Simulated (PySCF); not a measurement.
Compound: (Br2Al-mu-Cl)2.
Bonds: Al1–Br2, Al1–Br3, Al1–Cl4, Al1–Cl8, Cl4–Al5, Al5–Br6, Al5–Br7, Al5–Cl8.

Method: TDDFT CAM-B3LYP/def2-SVPD, vertical, gas phase, core orbitals frozen in the response in PySCF. One conformer (not necessarily the lowest) at the PBE0-D3(BJ)/def2-SVP geometry, without solvent, vibrations or thermal averaging. Note that the optimisation stopped short of convergence; the values belong to its last geometry. Relativistic effects, spin–orbit coupling among them, are left out although an element past zinc is present.

Q: What does the calculation give for the low-lying excited states?

A: 

```csv
state,E (eV),E (hartree),f,|μ| (D),"main configurations (H = HOMO, L = LUMO)"
S1,6.59,0.2421,0.030,1.09,"H→L (41%), H-1→L (26%), H-1→L+1 (21%)"
S2,6.60,0.2426,0.0011,0.21,"H-1→L (39%), H→L+1 (26%), H→L (23%)"
S3,6.68,0.2455,0.0000,0.03,"H-2→L (65%), H-3→L+1 (20%)"
S4,6.75,0.2480,0.0000,0.03,"H-3→L (55%), H-2→L+1 (30%)"
S5,6.91,0.2540,0.0006,0.15,"H-4→L (70%), H-7→L+1 (18%)"
S6,7.04,0.2585,0.178,2.58,"H-5→L (61%), H-6→L+1 (21%)"
S7,7.11,0.2611,0.014,0.72,"H-6→L (54%), H-5→L+1 (27%)"
S8,7.14,0.2623,0.116,2.07,"H-7→L (53%), H-4→L+1 (34%)"
S9,7.29,0.2679,0.0000,0.02,"H→L+2 (76%), H-1→L+10 (8%)"
S10,7.33,0.2692,0.0000,0.02,"H-1→L+2 (76%), H→L+10 (9%)"
S11,7.59,0.2788,0.028,0.99,"H-2→L+2 (57%), H→L+1 (10%)"
S12,7.60,0.2792,0.0053,0.43,"H→L+1 (23%), H-3→L+2 (22%), H→L+3 (9%)"
S13,7.68,0.2823,0.0004,0.12,"H-1→L+1 (38%), H→L (13%), H-1→L+3 (11%)"
S14,7.72,0.2839,0.0001,0.07,"H-5→L+2 (80%), H-6→L+10 (13%)"
S15,7.74,0.2846,0.0001,0.06,"H-2→L+1 (43%), H-2→L+3 (22%), H-3→L (16%)"
```

Triplets (Tamm–Dancoff): T1 6.25 eV, H-1→L (43%), H-1→L+1 (26%), H→L (18%); T2 6.27 eV, H→L (40%), H→L+1 (29%), H-1→L (17%); T3 6.39 eV, H-2→L (57%), H-3→L+1 (22%); T4 6.45 eV, H-3→L (48%), H-2→L+1 (31%).

The lowest singlet comes at 188 nm (636 kJ/mol) in the vacuum ultraviolet; it is weak; its leading configuration is HOMO→LUMO (41%). The strongest level in the table is S6 at 7.04 eV (176 nm, f = 0.178). Löwdin shares by element: HOMO bromine 88% or more; LUMO aluminium 44%, bromine 20% or more (atoms not listed hold the other 36%). Of the 15 states listed, 5 reach f = 0.01 and 7 stay under 0.0005. The listed states span 1.16 eV, and the widest gap between neighbours is 0.26 eV (S10 to S11). Weighted by f, the mean energy of these states is 7.08 eV. The vertical ionisation energy (ΔSCF) is 10.81 eV, 3.07 eV above S15. Singlets were solved by full linear response, triplets in the Tamm–Dancoff approximation.
